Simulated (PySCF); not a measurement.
# How methods differ on the ionisation energy of F+

F+ [He] 2s2 2p4 (3P) → F(2+) [He] 2s2 2p3 (4S), as a difference of total energies. All numbers are calculated (PySCF 2.14, the spin-free X2C one-electron Hamiltonian (Gaussian nucleus), in dyall-av3z). Correlated levels: valence: 1s2 frozen; virtual orbitals above 40 to 60 times the deepest correlated orbital energy dropped. The calculations carry no spin-orbit coupling.

| method | ionisation energy (eV) |
| --- | --- |
| UHF | 33.376 |
| LDA | 35.269 |
| PBE | 35.413 |
| PBE0 | 35.242 |
| r2SCAN | 35.111 |
| BP86 | 35.569 |
| BHandHLYP | 35.181 |
| LC-wPBE | 35.553 |
| HSE06 | 35.283 |
| MP2 (valence) | 34.634 |
| SCS-MP2 (valence) | 34.743 |

How much does correlation contribute at MP2 (valence)?

34.634 − (33.376) = 1.258 eV, measured against UHF.

Errors of the correlated levels include the incompleteness of this basis and the frozen core.

For comparison: 34.950 eV (measured; NIST levels, between the centres of gravity of the two terms).
